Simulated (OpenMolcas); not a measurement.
Tc4+: ligand-field states by method

Tc4+ with 6 ligands (chloride) in octahedral coordination (Oh) at 2.35 Å. A charge of +0.333 e stands 2.4 Å behind each ligand. Ligand basis ANO-RCC-VDZP.
```
Tc    0.0000    0.0000    0.0000
Cl    2.3500    0.0000    0.0000
Cl    0.0000    2.3500    0.0000
Cl   -2.3500    0.0000    0.0000
Cl    0.0000   -2.3500    0.0000
Cl    0.0000    0.0000    2.3500
Cl    0.0000    0.0000   -2.3500
```

| Property | Result |
| --- | --- |
| Program | OpenMolcas 26.06 |
| Basis | ANO-RCC-VDZP [6s5p3d1f] |
| Scalar Hamiltonian | DKH2, point nucleus |
| Active space | 3 electrons in 5 orbitals (4d) |
| State averaging | 2S+1 = 4 even, 10 roots; 2S+1 = 2 even, 40 roots |
| Spin-orbit coupling | state interaction with AMFI integrals over the reference wave functions |

I. CASSCF
II. SS-CASPT2, IPEA 0.25 Eh, imaginary shift 0.1 Eh (closed shells correlated: 4s 4p and the ligand valence shells)
III. SS-CASPT2, IPEA 0.25 Eh, imaginary shift 0.2 Eh (closed shells correlated: 4s 4p and the ligand valence shells)

Spin-free states (labels of O, the rotations of Oh) in cm-1, each column counted from its own energy of the first state listed:

```
   State  Degeneracy      I     II    III
     4A2           1      0      0      0
      2E           2  13724   9440   9440
     2T1           3  14409   9480   9490
     2T2           3  21467  15680  15690
     4T2           3  24309  27330  27330
     4T1           3  31056  32240  32240
     2A1           1  34876  32970  32970
2S+1 = 2           3  35530  33920  33930
2S+1 = 2           3  36904  35100  35100
      2E           2  38655  35950  35960
```

From I to II, I's first state of the same spin (4T2) moves from 24309 to 27330 cm-1, by about +3000 cm-1.

From I to II, I's first state of another spin (2E) moves from 13724 to 9440 cm-1, by about -4300 cm-1.

χT at 300 K: I 1.78, II 1.79, III 1.79 cm3 K/mol.

Roots that are degenerate in the reference are averaged as groups; the widest CASPT2 spread within a group is 290 cm-1 (the 3-fold group of multiplicity 2 near 40900 cm-1 above the lowest state of its run, III). Shifts and gaps below about the spread of the groups concerned are not significant. Over all roots computed the reference weight is 0.62 to 0.64 in II, 0.63 to 0.64 in III; a low but even weight reflects the number of correlated electrons. The least metal-like active orbital is 68 % on the metal (Löwdin) and no ligand orbital is active, so the numbers are rough. Ligand-to-metal charge-transfer states are missing. With no ligand orbital active B as a rule stays too high, so bands that hang on it stand too high and its fall with covalency is understated. Without dynamic correlation the repulsion within the d shell is too large (B by tens of per cent), so at a given field states of lower spin stand too high (holds for I). With metal d orbitals alone the field can be off either way by tens of per cent (holds for I). With one d shell and no ligand orbital active, 10Dq can be off by a tenth or more (holds for II; III). The distance lies 2 % under the 2.41 Å that this model takes as the normal distance (a Shannon-type radius plus a fixed donor radius); by an R⁻⁵ law this alone changes a d-shell field by about +13 %. No measured value stands beside these numbers; the geometry is a model, was not optimised and need not be the one that this ion takes.
